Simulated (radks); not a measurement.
Problem. The tin anion Sn4-, [Xe], held by a Watson sphere: a shell of charge +4 at radius R that stands for the Madelung well of a crystal (potential energy -4/R inside, -4/r outside, in hartree with lengths in bohr). Calculated with a radial shooting solver on a logarithmic mesh with Libxc functionals: scalar-relativistic Kohn-Sham, LB94 model potential, spin-polarised, spherical densities, finite nucleus; Fermi nuclear charge, rms radius of each element as measured or else 0.836 A^(1/3) + 0.57 fm. Response by self-consistent Sternheimer equations with the Hartree and adiabatic LDA kernel, the relativistic mass of each level held fixed and spin-orbit coupling left out. The sphere does not respond.

| R (bohr) | e(4d) (eV) | e(5s) (eV) | e(5p) (eV) | <r> 5p (bohr) | sum of <r^2> (bohr^2) | X-ray form factor at sin(theta)/lambda = 0.1 1/angstrom | alpha (bohr^3) |
|---|---|---|---|---|---|---|---|
| 3.39 | -30.036 | -14.973 | -8.639 | 3.323 | 113.7 | 47.800 | 100.7 |
| 5.04 | -27.902 | -11.778 | -5.770 | 4.190 | 162.9 | 46.884 | 316.0 |
| 5.79 | -27.347 | -11.050 | -4.918 | 4.572 | 189.4 | 46.681 | 502.1 |
| 5.84 | -27.315 | -11.011 | -4.868 | 4.597 | 191.3 | 46.672 | 517.2 |
| 5.96 | -27.241 | -10.920 | -4.753 | 4.657 | 195.9 | 46.651 | 554.9 |

Estimate the row for R = 3.06 bohr.

Solution. e(4d) (eV) -30.816; e(5s) (eV) -16.033; e(5p) (eV) -9.401; <r> 5p (bohr) 3.149; sum of <r^2> (bohr^2) 105.2; X-ray form factor at sin(theta)/lambda = 0.1 1/angstrom 48.062; alpha (bohr^3) 79.17.
